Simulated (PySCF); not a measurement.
NMR data simulated for an unnamed compound:

¹H NMR (600 MHz, computed): δ 8.37 (m, 1H), 3.24 (m, 2H), 2.26 (s, 3H).

¹³C{¹H} NMR (computed): δ 171.3 (C), 155.4 (C), 134.9 (CH), 134.1 (C), 39.5 (CH2), 22.7 (CH3).

How the numbers were obtained: PBE0/pcSseg-1 with gauge-including orbitals, geometry: GFN2-xTB, in PySCF 2.14.0 with density-fitted response routines (fast rotation and ring inversion assumed for equivalent nuclei, relativity neglected, one computed conformer, gas phase).

Scale: ¹H (σref 31.72) and ¹³C (σref 186.93) against TMS (reference shieldings calculated alike).

Which of these does the molecule contain: a CF3 group, an ester, a non-aromatic C=C double bond, a Si–H bond, a heteroaromatic ring, a Si–CH3 group?

Results:


- A CF3 group: yes (δC 134.1).
- An ester: yes (δC 171.3).
- A non-aromatic C=C double bond: yes.
- A Si–H bond: no.
- A heteroaromatic ring: no.
- A Si–CH3 group: no.

The data belong to `InChI=1S/C6H6F4O2/c1-4(11)12-3-5(7)2-6(8,9)10/h3H,2H2,1H3/b5-3+`; they needn't prove each group on their own.

Carbon signals by region: 1 in the far downfield region (above 160 ppm), 3 in the sp2 and nitrile region (100–160 ppm), 2 below 50 ppm. Above 160 ppm: 171.3, ester carbonyl carbon.

Splittings by ¹⁹F in the carbon and heteronuclear signals aren't shown, as no couplings were computed. Shifts are as computed. Against solution values, carbons near 30 ppm lie about +3 ppm off and those near 130 ppm about +5 ppm. Of 1211 compounds with measured shifts, 218 miss one by over three times the rms of a fit or turn the order of signals round; such compounds aren't used in these exercises. No couplings were computed; multiplicities are counted from neighbouring protons, with m where these are inequivalent, close in shift, in a saturated or five-membered ring or joined by F or P, and br s for small geminal =CH2 splittings.
